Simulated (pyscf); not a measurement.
PySCF, gas phase, ωB97X-D3(BJ)/def2-SVP geometries.

Q: For the elementary gas-phase step `[CH3][SiH][CH3]` [doublet] -> `[CH2][SiH2][CH3]` [doublet] (doublet surface; C–H broken, H–Si formed), what barrier and reaction energy does r²SCAN/def2-TZVP give, measured from the reactant's lowest minimum found?

A: ΔE‡ = 1.94 eV, ΔE = +0.44 eV. ωB97M-D3(BJ)/def2-TZVP gives 2.08 eV and +0.41 eV. Zero-point energy shifts the barrier by -0.17 eV. It is a hydrogen shift, with an imaginary mode of 1841i cm⁻¹. This is the saddle that the search found; another between the same sides may lie lower.
